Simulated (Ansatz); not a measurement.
Ideal-gas functions of C$_{4}$H$_{2}$Cl$_{2}$Sn, SMILES `C#[C][Sn]([Cl])([Cl])[C]#C` at 600 K and 1 bar, from an Ansatz frequency run at PBE0-D4/def2-TZVP.

Molar mass 239.68 g/mol, point group C2v (symmetry number 2), electronic degeneracy 1, moments of inertia 492.036, 518.367, 523.965 u Å². Harmonic wavenumbers (cm⁻¹, unscaled): 67, 76, 81, 104, 114, 231, 242, 276, 290, 381, 392, 467, 487, 737, 738, 739, 739, 2161, 2161, 3462, 3462.

Use S(trans) = R[1.5 ln M + 2.5 ln T − 1.1517]; rotational temperatures θ = 24.2544 K / I; S(rot) = R[ln(√π/σ · √(T³/θAθBθC)) + 1.5]; for each mode x = 1.438777 ν̃/T, S = R[x/(eˣ − 1) − ln(1 − e⁻ˣ)] and H = RT x/(eˣ − 1); 1 cm⁻¹ = 0.0119627 kJ/mol; R = 8.31446 J/(mol·K).

Problem. By hand: the entropy, in J/(mol·K).

Solution. Translation 191.7. Rotation: θ = 0.0493, 0.0468, 0.0463 K, giving 129.3. Vibration, mode by mode: 23.53, 22.48, 21.95, 19.88, 19.12, 13.33, 12.95, 11.90, 11.50, 9.35, 9.13, 7.79, 7.48, 4.58, 4.58, 4.57, 4.57, 0.29, 0.29, 0.02, 0.02, in all 209.3. Electronic 0.0. Sum 530.3 J/(mol·K).

Problem. By hand: H − E and G − E in kJ/mol, counted from the electronic energy.

Solution. Zero-point energy ½ × 17407 × 0.0119627 = 104.1; thermal vibration 55.7; translation, rotation and pV give 4 RT = 20.0. H − E = 179.8 kJ/mol, and G − E = 179.8 − 600 × 530.3/1000 = -138.4 kJ/mol.

Vibration gives 39 % of the entropy, 107.0 J/(mol·K) of it from the modes under 150 cm⁻¹: soft modes count most, and the harmonic formula is weakest for them.
